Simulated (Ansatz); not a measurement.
Basis-set extrapolation for `F[Si](Cl)(Cl)S[SiH2]Cl` (PBE0-D4/def2-TZVP geometry, frozen core, the Gaussian-basis code of Ansatz). Multiplicity 1, RHF reference.

|  | def2-TZVPP | def2-QZVPP |
| --- | --- | --- |
| HF | -2454.914090 | -2454.986321 |
| MP2 correlation | -1.218608 | -1.338752 |
| CCSD(T) correlation | -1.344508 | not run |

Energies in hartree. Use E(X) = E(∞) + A·exp(−7.88·√X) for Hartree–Fock and E(X) = E(∞) + B·X^(−2.97) for correlation, with X = 3 and 4, and add CCSD(T) minus MP2 of the smaller set to the MP2 limit.

What is the CCSD(T) energy at the basis-set limit?

HF limit: -2454.986321 + (-0.072231) × 0.13774 = -2454.99627. MP2 limit: -1.338752 + (-0.120144) × 0.74074 = -1.42775. Higher-order term: -1.344508 − (-1.218608) = -0.12590. Total: -2456.54992 hartree, 182.8 kcal/mol below CCSD(T)/def2-TZVPP.
